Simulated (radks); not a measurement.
Question: Valence configurations of Au2+ (all share [Xe]). Calculated with a radial shooting solver on a logarithmic mesh with Libxc functionals: Dirac Kohn-Sham, PBE, spin-unpolarised, spherical densities, point nucleus; open shells fill j = l - 1/2 first. Order these by energy: 4f13.5 5d9 6s0.5; 4f14 5d9; 4f13 5d9.5 6s0.5; 4f13 5d9 6p1; 4f13 5d10; 4f14 5d7 6p2; 4f14 5d8 6s1; 4f12 5d9 6p2; 4f14 5d8 6p1; 4f13 5d8 6p2.

Answer: From the lowest, in eV above it: 4f14 5d9 0.000; 4f14 5d8 6s1 4.487; 4f14 5d8 6p1 11.841; 4f14 5d7 6p2 25.776; 4f13.5 5d9 6s0.5 40.737; 4f13 5d10 79.307; 4f13 5d9.5 6s0.5 81.972; 4f13 5d9 6p1 92.469; 4f13 5d8 6p2 107.85; 4f12 5d9 6p2 200.46. NIST lists [Xe] 4f14 5d9 as the ground configuration; this level of theory agrees among the configurations tried. The energies are those of spherical spin-averaged densities, not of single terms.
